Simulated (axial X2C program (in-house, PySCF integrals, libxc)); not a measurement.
# Curves of AgTe by EOM-IP-CCSD

Computed with an in-house all-electron X2C program for linear molecules (integrals from PySCF): two-component X2C with atomic mean-field Coulomb and Gaunt terms, Gaussian nuclei, basis Te dyall-acv3z, Ag dyall-acv3z with contracted cores.

Energies in eV from the lowest point of the lowest state; states are followed by energy order within each Ω. Reference: AgTe⁻, 18 electrons correlated in 84 virtual spinors with an MP2 remainder; levels at this size can be off by some tenths of an eV. Masses 129.906 and 106.905 u.

```tsv
R (Å)	(1)Ω=3/2	(1)Ω=1/2	(2)Ω=1/2
2.356	0.2868	0.7013	1.9675
2.459	0.0747	0.4888	1.7589
2.561	0.0000	0.4125	1.6723
2.676	0.0266	0.4368	1.6724
2.792	0.1325	0.5383	1.7405
2.945	0.3552	0.7517	1.8946
```

Task: Fit the curves (1)Ω=3/2, (1)Ω=1/2, (2)Ω=1/2 near their minima.

Result: At EOM-IP-CCSD from AgTe⁻ (the fit fixes ωe to about one per cent; ωe of higher roots by this method can be off by ten per cent):

```
   state  Te (cm⁻¹)  Re (Å)  ωe (cm⁻¹)
(1)Ω=3/2          0   2.586      193.2
(1)Ω=1/2       3320   2.589      191.4
(2)Ω=1/2      13430   2.616      171.5
```

For AgTe⁻ at CCSD, and between the minima:

Re = 2.568 Å, ωe = 189.9 cm⁻¹; removing the electron costs 1.765 eV without zero-point terms.

T1 of the reference reaches 0.029 (Lee–Taylor). Curves followed by order can swap character. Number of frozen shells: Te 4 s, 3 p, 2 d; Ag 4 s, 3 p, 1 d. Roots with under 60 % one-particle weight at any point are counted in the labels but not shown, and the list ends where the roots sought for some Ω run out; states that need a further excitation are missing and may lie low or lowest. Curves with a minimum but no constants failed the fit check.
